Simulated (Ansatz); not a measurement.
Tetramethylammonium mesylate (C₅H₁₅NO₃S). Total charge 0; triplet. Geometry PBE-D4/def2-SVP, that of the neutral singlet; atoms count from 1.

```xyz
25

C     1.419    3.067    2.377
S     0.798    1.724    1.337
O     1.735    0.562    1.564
O    -0.608    1.450    1.818
O     0.843    2.248   -0.079
H     2.446    3.309    2.048
H     0.750    3.937    2.250
H     1.415    2.719    3.426
C     0.991   -1.145   -0.858
N    -0.518   -1.119   -0.867
C    -0.994    0.205   -1.415
C    -1.032   -1.294    0.541
C    -1.031   -2.229   -1.728
H     1.366   -0.426   -0.091
H     1.313   -2.171   -0.599
H     1.349   -0.877   -1.869
H    -0.736    0.242   -2.490
H    -2.089    0.260   -1.283
H    -0.477    1.033   -0.873
H    -0.560   -2.195    0.972
H    -0.786   -0.382    1.137
H    -2.129   -1.423    0.490
H    -0.732   -3.198   -1.287
H    -0.601   -2.130   -2.742
H    -2.134   -2.166   -1.781
```

At PBE0-D4/def2-TZVP a singlet of charge 0 lies 6.37 eV below the triplet at the same geometry.

**Question.** Estimate the Mulliken populations from the PBE0/def2-TZVP orbitals of Ansatz.

**Answer.** 
```json
{"atom": "C1", "charge (e)": "-0.34", "spin (α − β)": "-0.03"}
{"atom": "S2", "charge (e)": "0.64", "spin (α − β)": "-0.03"}
{"atom": "O3", "charge (e)": "-0.28", "spin (α − β)": "0.38"}
{"atom": "O4", "charge (e)": "-0.28", "spin (α − β)": "0.38"}
{"atom": "O5", "charge (e)": "-0.28", "spin (α − β)": "0.38"}
{"atom": "H6", "charge (e)": "0.14", "spin (α − β)": "0.02"}
{"atom": "H7", "charge (e)": "0.14", "spin (α − β)": "0.02"}
{"atom": "H8", "charge (e)": "0.14", "spin (α − β)": "0.02"}
{"atom": "C9", "charge (e)": "-0.03", "spin (α − β)": "-0.27"}
{"atom": "N10", "charge (e)": "0.03", "spin (α − β)": "0.10"}
{"atom": "C11", "charge (e)": "-0.03", "spin (α − β)": "-0.27"}
{"atom": "C12", "charge (e)": "-0.03", "spin (α − β)": "-0.27"}
{"atom": "C13", "charge (e)": "0.02", "spin (α − β)": "-0.31"}
{"atom": "H14", "charge (e)": "0.09", "spin (α − β)": "0.08"}
{"atom": "H15", "charge (e)": "-0.01", "spin (α − β)": "0.17"}
{"atom": "H16", "charge (e)": "-0.01", "spin (α − β)": "0.17"}
{"atom": "H17", "charge (e)": "-0.01", "spin (α − β)": "0.17"}
{"atom": "H18", "charge (e)": "-0.01", "spin (α − β)": "0.17"}
{"atom": "H19", "charge (e)": "0.09", "spin (α − β)": "0.08"}
{"atom": "H20", "charge (e)": "-0.01", "spin (α − β)": "0.17"}
{"atom": "H21", "charge (e)": "0.09", "spin (α − β)": "0.08"}
{"atom": "H22", "charge (e)": "-0.01", "spin (α − β)": "0.17"}
{"atom": "H23", "charge (e)": "-0.02", "spin (α − β)": "0.19"}
{"atom": "H24", "charge (e)": "-0.02", "spin (α − β)": "0.19"}
{"atom": "H25", "charge (e)": "-0.02", "spin (α − β)": "0.19"}
```
Mulliken values and Mayer orders depend strongly on the basis.

**Question.** Where does the spin sit?

**Answer.** Summed by element: C -1.14, S -0.03, O 1.15, H 1.92, N 0.10, of 2 unpaired in all. Largest on single atoms: O3 0.38, O5 0.38, O4 0.38.

**Question.** And the Mayer bond orders between bonded heavy atoms (over 0.3)?

**Answer.** C1–S2 0.93 (1.81 Å); S2–O3 1.52 (1.51 Å); S2–O4 1.52 (1.51 Å); S2–O5 1.52 (1.51 Å); C9–N10 0.92 (1.51 Å); N10–C11 0.92 (1.51 Å); N10–C12 0.92 (1.51 Å); N10–C13 0.92 (1.50 Å).
